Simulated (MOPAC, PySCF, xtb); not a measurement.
Dissociation curve of MgH, doublet. Each curve is given relative to its own lowest point near equilibrium.

```
R / Å      A      B      C
-----  -----  -----  -----
1.41    71.2   58.4  112.1
1.49    38.4   33.2   54.8
1.56    19.6   19.0   23.6
1.66     4.6    6.8    2.3
1.68     3.0    5.2    0.7
1.74     0.3    1.9    0.0
1.78     0.0    0.6    2.5
1.86     2.4    0.0   13.1
1.91     5.5    0.8   22.5
2.03    16.5    5.8   49.8
2.18    34.2   16.0   83.6
2.38    59.5   33.0  113.6
2.61    85.8   54.9  131.3
2.88   109.4   81.4  141.4
3.11   123.4  102.5  145.8
3.48   137.5  130.4  149.3
3.82   144.5  148.5  150.5
```

Energies in kJ/mol.

Problem. Assign the columns to these levels of theory: GFN1-xTB (xtb 6.7.1); MOPAC 23.2.5 with PM6, unrestricted, heats of formation; unrestricted LDA (SVWN5)/6-31G*, spherical d in PySCF.

Solution. A is UKS-LDA (SVWN5)/6-31G*; B is GFN1-xTB; C is PM6.

The scan ran from 1.41 to 6.96 Å; beyond the distances shown one of the unrestricted levels run for this scan, shown here or not, changes its spin distribution in one step.
